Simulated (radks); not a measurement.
Values are calculated unless marked as measured or tabulated.
Question: The mean radii <r> (bohr) of the occupied orbitals of an atom or ion are listed with their occupations. Code: a radial shooting solver on a logarithmic mesh with Libxc functionals. Model: scalar-relativistic Kohn-Sham, r2SCAN, spin-polarised, spherical densities, finite nucleus; meta-GGA in the generalised Kohn-Sham scheme; Fermi nuclear charge, rms radius of each element as measured or else 0.836 A^(1/3) + 0.57 fm.

| orbital | occ. | <r> |
|---|---|---|
| 1s up | 1 | 0.09682 |
| 1s down | 1 | 0.09670 |
| 2s up | 1 | 0.4604 |
| 2s down | 1 | 0.4627 |
| 2p up | 3 | 0.4178 |
| 2p down | 2 | 0.4211 |

Name the element and its charge. Open shells, if any, are filled with parallel spins first.

Answer: Z = 16, sulfur, charge +7: S7+ in [He] 2s2 2p5. The 1s radius gives Z: for a bare nucleus <r> = (2 gamma + 1)/(2Z) with gamma = sqrt(1 - (Z/c)^2), 0.09332 bohr for Z = 16, and screening makes it slightly larger (0.09682 here). The occupations add up to 9, and the charge is Z minus that.
